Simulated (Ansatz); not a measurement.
Coupled-cluster run, H6OSSi2 (`O[SiH2]S[SiH3]`).

```yaml
crystal:
  periodic: [false, false, false]
  atoms:
    - {symbol: O, position_ang: [0.676263, 0.747714, -1.677421]}
    - {symbol: Si, position_ang: [1.193088, 0.860620, -0.122154]}
    - {symbol: S, position_ang: [-0.409400, 0.797010, 1.283585]}
    - {symbol: Si, position_ang: [-1.257293, -1.073660, 0.675734]}
    - {symbol: H, position_ang: [0.020637, 1.382688, -1.971827]}
    - {symbol: H, position_ang: [2.103076, -0.291181, 0.051385]}
    - {symbol: H, position_ang: [1.873548, 2.148902, 0.161091]}
    - {symbol: H, position_ang: [-2.033238, -1.584228, 1.831722]}
    - {symbol: H, position_ang: [-2.164176, -0.900016, -0.485769]}
    - {symbol: H, position_ang: [-0.177406, -2.027447, 0.317052]}
basis:
  gaussian: {orbitals: def2-TZVPP}
correlation: {method: ccsd_t}
```

```sh
$ ansatz run in.yaml --threads 2 --pin off --events-out ev --progress --plain
```

Output of Ansatz, abridged:

```
Functional definition: HF
1387 factors; integrals over basis functions are off by at most 8.8e-4 eV
mean field evaluation 1: about -28675.3411 eV, gradient 3.7e1 eV
mean field evaluation 2: about -28675.6492 eV, gradient 3.7e1 eV
mean field evaluation 4: about -28678.7543 eV, gradient 3.5e0 eV
mean field evaluation 8: about -28678.8147 eV, gradient 2.5e-1 eV
mean field -28678.81502939 eV, -1053.9270131311 hartree, gradient 4.1e-6 eV, S^2 0.000000; 0 other end points of the search recorded, 0 dependent functions left out
16 core orbitals not correlated: weight in the atoms' cores, before any rotation towards them, 1.000 or more for the frozen orbitals, at most 0.000 for the correlated occupied ones
reference -28678.81502939 eV, -1053.9270131311 hartree; 13, 13 occupied and 212, 212 virtual orbitals, 1387 factors
second order -18.23016508 eV of doubles, -0.00000000 eV of singles
cycle   1  -19.03910221 eV  change   -8.1e-1 eV  update   9.7e-2
cycle   2  -19.55738301 eV  change   -5.2e-1 eV  update   2.9e-2
cycle   3  -19.65331087 eV  change   -9.6e-2 eV  update   1.4e-2
cycle   4  -19.64379435 eV  change    9.5e-3 eV  update   3.2e-3
cycle   5  -19.64234651 eV  change    1.4e-3 eV  update   1.4e-3
cycle   6  -19.64253380 eV  change   -1.9e-4 eV  update   3.9e-4
cycle   7  -19.64230870 eV  change    2.3e-4 eV  update   1.4e-4
cycle   8  -19.64230575 eV  change    2.9e-6 eV  update   4.6e-5
cycle   9  -19.64232574 eV  change   -2.0e-5 eV  update   1.8e-5
perturbative correction -0.75863057 eV, -0.0278791594 hartree
Total energy: -28699.21598570 eV, -1054.6767344474 hartree
```

It took 2.9 min on 2 threads of a server CPU on a shared host, with 4.2 GiB of host memory at the peak.

Correlation energy per correlated electron: -0.785 eV. T1 diagnostic: 0.0115.
